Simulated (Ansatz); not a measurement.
# B2NH2OF (SMILES OB1NB1F): the energy, rung by rung

B2NH2OF: 7 atoms, total charge 0, spin state singlet. As SMILES, `OB1NB1F`. Geometry: optimised at PBE0/def2-SVP. This is one conformer, not always the lowest.

Quantity: the adiabatic ionisation energy (to the doublet cation, shapes relaxed at PBE0/def2-SVP, no zero-point term), in eV. The values are calculated.

```csv
level,kind,program,value (eV),CPU time (all runs)
HF/def2-SVP,Hartree–Fock,Ansatz,7.82,1.4 s
BLYP/def2-SVP,GGA,Ansatz,8.40,4.1 s
PBE/def2-SVP,GGA,Ansatz,8.55,4.1 s
B3LYP/def2-SVP,global hybrid,Ansatz,8.68,5.2 s
PBE0-D4/def2-SVP,global hybrid,Ansatz,8.68,5 s
B2PLYP/def2-SVP,double hybrid,Ansatz,8.60,7 s
RPA@PBE/def2-SVP,RPA,Ansatz,8.71,7.5 s
MP2/def2-SVP,perturbation theory,Ansatz,8.53,1.7 s
```

The values span 7.82 to 8.71 eV. Times are those of the runs behind each value, whatever else they computed, on shared processors of several kinds: orders of magnitude only.
